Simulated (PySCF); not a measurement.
C3H9Ga: core ionisation energies

Species: C₃H₉Ga.
Z-matrix (Å and degrees, PBE0-D3(BJ)/def2-SVP geometry), rows numbered from 1:
```
C 
C   1  1.5212
C   2  1.5261  1  112.95
Ga  3  1.9770  2  115.84  1    64.00
H   1  1.1006  2  111.98  3   178.86
H   1  1.1023  2  111.14  3    58.49
H   1  1.1041  2  111.21  3   -61.19
H   2  1.1049  1  109.01  3  -122.68
H   2  1.1041  1  109.15  3   122.44
H   3  1.1052  2  110.76  1   -59.70
H   3  1.1068  2  110.93  1  -175.56
H   4  1.5766  3  120.50  2  -163.97
H   4  1.5786  3  120.37  2    18.32
```

Computed with PySCF, delta-SCF UKS SCAN, pcX-2 on the ionised atom, pcseg-1 elsewhere, spin-free X2C. Binding energies are ΔSCF values: E(core-ionised, relaxed orbitals) − E(ground state) at a fixed geometry, referred to the vacuum level.

Q: Give the core binding energies atom by atom.

A: 
```
atom(s)      bonded to  level  binding energy (eV)  above the level's lowest (eV)  count
     C1      C and 3 H   C 1s               290.56                          +0.71      1
     C2    2 C and 2 H   C 1s               290.54                          +0.69      1
     C3  C, 2 H and Ga   C 1s               289.85                           0.00      1
```

Lowest listed C 1s: C3, bonded to C, 2 H and Ga. Highest, 0.71 eV above it: C1, bonded to C and 3 H. The widest gap between neighbouring values is 0.69 eV, between 289.85 and 290.54 eV. Summing the Pauling electronegativity differences to the bonded atoms, each weighted by its formal bond order, gives -1.44 for the lowest site and -1.05 for the highest; the largest sum, -0.70, belongs to C2, 0.02 eV below the top. The values 290.54 and 290.56 eV lie too close for their order to be trusted.

Q: What is the longest wavelength that can ionise C 1s of C2 vertically?

A: λ = hc/E = 12398.42 eV Å / 290.54 eV = 42.674 Å.

No level of gallium is listed. One conformer (not necessarily the lowest) at the PBE0-D3(BJ)/def2-SVP geometry, without solvent, vibrations or thermal averaging.
